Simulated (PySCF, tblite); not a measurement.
Isomers of C4H10PSi (doublet state), one GFN2-xTB conformer each. Single-point energies are computed at B3LYP/pcH-1 (PySCF, gas phase, no added dispersion term), electronic only. GFN2-xTB treats the open shell by occupation alone, and not every SCF solution was tested for stability.

Question: Rank them by B3LYP/pcH-1 energy, lowest first (kJ/mol).
A. `[CH3:1][C@@H:2]1[CH:3][C@@H:4]1[SiH2:5][PH2:6]` (doublet state) with C3–C4–Si5–P6 141°, C4–Si5–P6–H 79° and 171°
B. `[PH2:1][Si:2]1[CH2:3][CH2:4][CH2:5][CH2:6]1` (doublet state) with H–P1–Si2–C3 -85° and -178°, P1–Si2–C3–C4 -99°, Si2–C3–C4–C5 -40°, C3–C4–C5–C6 53°, C4–C5–C6–Si2 -38°

Answer: B (0.0), A (201.5).

As drawn, the higher has a three-membered ring, which the lower lacks. GFN2-xTB itself gives, in the same order: 0.0, 187.1. Both levels put the same isomer lowest.

Question: What happens when harmonic zero-point energies from GFN2-xTB frequencies are added?

Answer: 
| SMILES | ZPE (kJ/mol) | electronic (kJ/mol) | with ZPE (kJ/mol) |
| --- | --- | --- | --- |
| P[Si]1CCCC1 | 338.0 | 0.0 | 0.0 |
| C[C@@H]1[CH][C@@H]1[SiH2]P | 310.1 | 201.5 | 173.7 |

The zero-point energies span 27.9 kJ/mol. The order is unchanged.
